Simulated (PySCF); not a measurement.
The vertical singlet excitations below were computed for one of the candidates. Method used: TDDFT wB97X-D/def2-SVPD, vertical, gas phase, core orbitals frozen in the response in PySCF. Geometries: PBE0-D3(BJ)/def2-SVP, one conformer each.

```
state  E (eV)  λ (nm)       f
   S1    4.52   274.1  0.0068
   S2    4.94   251.1   0.280
   S3    5.78   214.7   0.024
   S4    5.95   208.5   0.022
   S5    6.33   195.9   0.029
   S6    6.35   195.3  0.0003
   S7    6.53   189.9   0.011
   S8    6.78   182.8  0.0011
   S9    6.85   181.1  0.0047
  S10    6.88   180.3   0.017
```

Triplets computed (Tamm–Dancoff): 3.70, 3.74, 4.50, 5.12 eV.

Orbital energies (eV): HOMO-3 -10.62, HOMO-2 -9.86, HOMO-1 -9.47, HOMO -7.72, LUMO 1.11, LUMO+1 1.18, LUMO+2 2.09.

**Question.** Which structure fits?
A. `OC1CCCC1`
B. `C/C=C/OCC`
C. `PP1C=CCC=C1`

**Answer.** C. Its S1, at 4.52 eV, is the lowest among the candidates; the nearest of the others has S1 at 6.52 eV. S1 is HOMO→LUMO (98%). Löwdin shares by element: HOMO phosphorus 59%, carbon 17% or more (atoms not listed hold the other 25%); LUMO carbon 61% or more (atoms not listed hold the other 39%). At the same level the other candidates give, for their lowest levels:
- `OC1CCCC1`: 7.25 eV (f 0.006); 8.53 eV (f 0.013); 8.60 eV (f 0.049); 8.84 eV (f 0.003); 8.96 eV (f 0.005); T1 7.04 eV; HOMO -9.76, LUMO 2.15 eV
- `C/C=C/OCC`: 6.52 eV (f 0.028); 6.87 eV (f 0.000); 6.96 eV (f 0.369); 7.25 eV (f 0.012); 8.00 eV (f 0.028); HOMO -8.15, LUMO 2.46 eV

The values belong to the conformer `[PH2:1][P:2]1[CH:3]=[CH:4][CH2:5][CH:6]=[CH:7]1`: H–P1–P2–C3 85°, H–P1–P2–C3 177°.

Without π bonds the low states may be Rydberg-like; a valence basis with one diffuse set may place them up to an eV too high.
